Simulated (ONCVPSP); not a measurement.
## lanthanum (La), ONCV: configuration errors across variants

| Item | Value |
| --- | --- |
| Element | La |
| Generator | ONCVPSP 4.0.1 |
| Type | optimised norm-conserving Vanderbilt (ONCV) |
| Functional | PBE |
| Relativity | scalar-relativistic |
| Frozen core | [Kr] 4d10 |
| Valence charge | 11 |
| Reference configuration | 5s2 5p6 5d1 6s1 (charge +1) |
| Partial waves | 5s+6s: rc 2.55 bohr, ncon 4, nbas 9, qcut 5.4 1/bohr, 3 projectors, debl 2.9 Ha; 5p: rc 2.30 bohr, ncon 4, nbas 8, qcut 6.4 1/bohr, 3 projectors, debl 1.5 Ha; 5d: rc 3.85 bohr, ncon 4, nbas 9, qcut 4.1 1/bohr, 2 projectors, debl 2.1 Ha; f scattering state at 0.45 Ha: rc 3.95 bohr, ncon 4, nbas 7, qcut 2.5 1/bohr, 2 projectors, debl 0.5 Ha |
| Local potential | polynomial inside 1.80 bohr (lpopt 4, dvloc0 6 Ha) |
| Core correction | none |

In the f channel the program set the typed energies aside and used -0.374, 0.126 Ha.

All-electron excitation energies from the reference (eV): (1) 5s2 5p6 5d1 6s2 -5.966; (2) 5s2 5p6 5d1 6s0 10.888; (3) 5s2 5p6 5d0 6s0 29.838; (4) 5s2 5p6 5d1.5 6s1.5 -5.619.

2 further variants failed, have other tests or too few solved ones, and are left out.

Errors AE − PS in meV (a dash: test not solved or not reliable):

```tsv
change	(1)	(2)	(3)	(4)	bound ghosts	GHOST(+) flags above zero
base	+0.4	-3.4	+27	+1.0	none	none
p: qcut 4.2	+0.3	-3.5	+27	+0.9	none	none
p: qcut 6.2	+0.3	-3.4	+27	+1.0	none	none
p: qcut 7.4	+0.4	-3.3	+27	+1.0	none	none
```

Question: Give the same row for: p: qcut 5.3.

Answer: +0.3, -3.5, +27, +0.9; bound ghosts: none; GHOST(+) flags above zero: none.
